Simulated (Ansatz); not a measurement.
`CC[Te][SiH3]` + `FBN[SiH3]` → `FBN([SiH3])[SiH3]` + `CC[TeH]` at 298.15 K and 1 bar (ligand exchange at the Si–Te bond).

Computed with Ansatz on PBE0-D4/def2-TZVP structures; ΔE is electronic, products minus reactants. CCSD(T)/CBS adds triple-zeta CCSD(T) − MP2 to the extrapolated MP2 energy (def2 sets, frozen cores). Elements past krypton have def2 core potentials. For Te outer-core shells are correlated without core-valence functions, which leaves a few kJ/mol of doubt a bond. One conformer a species, not always the lowest.

```tsv
species	CCSD(T)/CBS energy (Eh)	H − E (kJ/mol)	S (J/(mol·K))
`CC[Te][SiH3]`	-637.73763	259.9	375.7
`FBN[SiH3]`	-471.49367	169.8	317.6
`FBN([SiH3])[SiH3]`	-761.79139	215.9	364.1
`CC[TeH]`	-347.43450	204.8	311.9
```

H − E and S are ideal-gas, rigid-rotor, harmonic terms from PBE0-D4/def2-TZVP, for one conformer and one mirror image of each species. 1 Eh = 2625.50 kJ/mol, R = 8.31446 J/(mol·K).

Q: By hand: ΔE, ΔH, ΔS and ΔG.

A: ΔE = (-761.79139) + (-347.43450) − (-637.73763) − (-471.49367) = 0.00541 Eh = 14.2 kJ/mol. Δ(H − E) = 215.9 + 204.8 − 259.9 − 169.8 = -9.0, so ΔH = 5.2 kJ/mol. ΔS = 364.1 + 311.9 − 375.7 − 317.6 = -17.3 J/(mol·K). ΔG = 5.2 − 298.15 × (-17.3)/1000 = 10.4 kJ/mol.

Q: By hand: the equilibrium constant, and the temperature at which ΔG would vanish if ΔH and ΔS stayed fixed.

A: log₁₀ K = −ΔG/(RT ln 10) = -1.8. ΔH and −TΔS have one sign here, so there is no such temperature. One of them is within its doubt of zero, so this could turn.

TΔS isn't small against ΔH here. A doubt of 5 kJ/mol in ΔE shifts log₁₀ K by 0.9 here. Other conformers and mirror images would add mixing entropy, several J/(mol·K) or more a flexible species. Modes under 60 cm⁻¹, often nearly free rotors, make the harmonic entropy too high. These are equilibria of isolated gas molecules and say nothing of rates. Largest T1 diagnostic: 0.012 (customary marks: 0.02 for closed shells, 0.045 for open ones).
